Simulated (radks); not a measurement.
Results of a calculation; reference values are marked as such.
Task: Coherent X-ray form factor from a spherical all-electron density. Level of theory: scalar-relativistic Kohn-Sham, r2SCAN, spin-polarised, spherical densities, finite nucleus; meta-GGA in the generalised Kohn-Sham scheme; Fermi nuclear charge, rms radius of each element as measured or else 0.836 A^(1/3) + 0.57 fm (a radial shooting solver on a logarithmic mesh with Libxc functionals).

| sin(theta)/lambda (1/angstrom) | f0 (electrons) |
|---|---|
| 0.05 | 74.389 |
| 0.1 | 72.642 |
| 0.15 | 69.985 |
| 0.2 | 66.721 |
| 0.25 | 63.154 |
| 0.3 | 59.536 |
| 0.4 | 52.764 |
| 0.5 | 46.995 |
| 0.6 | 42.181 |
| 0.8 | 34.507 |
| 1 | 28.478 |
| 1.25 | 22.767 |
| 1.5 | 18.899 |
| 2 | 14.701 |

The species is in the configuration that NIST lists as its ground one. Which atom or ion scatters so?

Result: The gold ion Au4+, [Xe] 4f14 5d7. Extrapolating in s^2 from the first two rows gives f0(0) = 75.0, near the electron count 75; among species with that count, the fall with angle is slower the higher Z, and the table is that of Z = 79; from so few rows the species is fixed only to a neighbour or two.
